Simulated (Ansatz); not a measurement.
Ansatz (an electronic-structure program) input:

Ansatz 0.2 input:
```yaml
crystal:
  periodic: [false, false, false]
  atoms:
    - {symbol: C, position_ang: [-1.83513394, -0.27266269, -0.07148637]}
    - {symbol: C, position_ang: [-0.50767398, -0.24131229, -0.09446423]}
    - {symbol: C, position_ang: [0.77801518, -0.41262500, -0.20752340]}
    - {symbol: F, position_ang: [1.58085921, 0.68112272, 0.26249959]}
    - {symbol: H, position_ang: [-2.44293939, 0.09261690, -0.90007429]}
    - {symbol: H, position_ang: [-2.39603706, -0.66312145, 0.77842201]}
basis:
  gaussian:
    orbitals: def2-TZVPD
hamiltonian:
  xc: {name: revPBE}
total_charge: -1
output: {forces: true}
```

**Question.** Predict the final energy.

**Answer.** -215.29857 Eh (revPBE/def2-TZVPD). The basis has 169 functions.

It need not be the lowest isomer of its formula. Whether it binds its extra electron was not tested at this geometry.
